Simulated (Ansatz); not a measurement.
`[Cl][SnH2][I]` + `Cl[SiH](Cl)Cl` → `[Cl][SnH2][Si](Cl)(Cl)Cl` + HI  (formal exchange of groups at the Sn–I bond)

Program: Ansatz. Geometries: PBE0-D4/def2-TZVP. ΔE: electronic, gas phase. CCSD(T)/CBS adds triple-zeta CCSD(T) − MP2 to the extrapolated MP2 energy (def2 sets, frozen cores). This one scheme is used for every species. DFT in def2-TZVPP. HSE06 is defined as in plane-wave codes. Elements past krypton have def2 core potentials. For I, Sn outer-core shells are correlated without core-valence functions, which leaves a few kJ/mol of doubt a bond. One conformer a species, not always the lowest.

(1) Is it downhill or uphill in electronic energy at CCSD(T)/CBS, and by how much? (An estimate is asked.)

(2) What do these levels give: PBE-D4, B97M-V, PBE0-D4, HSE06-D4, PBE, RPA@PBE/def2-TZVPP, MP2/def2-TZVPP, SCS-MP2/def2-TZVPP, CCSD/def2-TZVPP, MP2/def2-QZVPP, MP2/CBS(def2), CCSD/CBS(def2)? (Best estimate.)

Largest T1 diagnostic among the species: 0.011.

Answers

(1) Ansatz gave: Uphill: ΔE = +92.8 kJ/mol.

(2) The calculation gave: PBE-D4 74.9, B97M-V 84.5, PBE0-D4 82.3, HSE06-D4 82.6, PBE 81.4, RPA@PBE/def2-TZVPP 79.9, MP2/def2-TZVPP 90.9, SCS-MP2/def2-TZVPP 92.6, CCSD/def2-TZVPP 87.3, MP2/def2-QZVPP 96.6, MP2/CBS(def2) 99.5, CCSD/CBS(def2) 95.9 kJ/mol.

The D4 term adds −10.4 kJ/mol with B3LYP and −6.2 kJ/mol with PBE0; it sums over pairs of atoms, weighted by their polarisabilities, and B3LYP, whose exchange is more repulsive, gets the larger term. Leaving LDA and LC-ωPBE aside and taking each functional with its dispersion term where it has one, the values, not all of them listed here, spread over 20.2 kJ/mol, from revPBE-D4 to B2PLYP. LDA lies −7.5 kJ/mol from PBE without D4.

B3LYP here is the variant with VWN-RPA as its local correlation; programs differ in this.
